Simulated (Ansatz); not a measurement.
`CC1(F)[SiH2][SiH2]1`. Total charge 0; spin multiplicity 1. All single points use the PBE0-D4/def2-TZVP geometry.

```xyz
12

C     0.088   -0.017   -1.557
C     0.520   -0.270   -0.137
F     1.748   -0.916   -0.104
Si   -0.842   -0.859    1.086
Si    0.212    1.148    1.124
H    -0.880    0.492   -1.583
H     0.813    0.617   -2.077
H    -0.014   -0.957   -2.106
H    -0.406   -1.849    2.098
H    -2.184   -1.135    0.515
H    -0.313    2.426    0.582
H     1.258    1.321    2.159
```

Task: What is the dipole moment at ωB97M-V/def2-TZVPP? (Best estimate.)

Result: Computed: 1.66 D, with components (-1.46, 0.77, -0.18) D in this frame, pointing from negative to positive charge.

Task: And with PBE, r2SCAN, B3LYP? (Estimate.)

Result: Computed: PBE 1.46 D, r2SCAN 1.54 D, B3LYP 1.65 D.

Task: Give the Mulliken charges with ωB97M-V, r2SCAN, B3LYP in def2-TZVPP. (Estimate.)

Result: Computed: 
```tsv
atom	ωB97M-V	r2SCAN	B3LYP
C1	-0.30	-0.13	-0.25
C2	0.05	0.09	0.13
F3	-0.23	-0.24	-0.25
Si4	0.08	0.17	0.15
Si5	0.08	0.17	0.15
H6	0.09	0.04	0.08
H7	0.12	0.06	0.09
H8	0.12	0.06	0.09
H9	0.00	-0.05	-0.04
H10	-0.01	-0.06	-0.05
H11	-0.01	-0.06	-0.05
H12	0.00	-0.05	-0.04
```

B3LYP here is the variant with VWN-RPA as its local correlation; programs differ in this.
